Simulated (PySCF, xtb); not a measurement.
C2H8N, SMILES C[NH2+]C, charge +1.

Geometry: B3LYP-D3(BJ)/def2-SVP. The isomer is the one that the SMILES or the coordinates give; other isomers of the formula were not compared.

Method: IEF-PCM-ωB97X/def2-SVP (PySCF).

The values are the electrostatic part of the solvation free energy, E(continuum) − E(gas) at the gas-phase geometry, in a cavity of scaled van der Waals radii (PySCF's table); cavitation and dispersion terms are not included. In vacuum the orbital gap is 16.97 eV.

```json
[
 {"solvent": "water", "ε": "78.36", "ΔG(elec) (kcal/mol)": "-66.5", "gap (eV)": "17.30"},
 {"solvent": "tetrahydrofuran", "ε": "7.43", "ΔG(elec) (kcal/mol)": "-58.1", "gap (eV)": "17.24"},
 {"solvent": "ethylethanoate", "ε": "5.99", "ΔG(elec) (kcal/mol)": "-55.9", "gap (eV)": "17.22"}
]
```

For comparison, GFN2-xTB/ALPB(water) (xtb, at the GFN2-xTB geometry, all terms of that model) gives -65.8 kcal/mol.
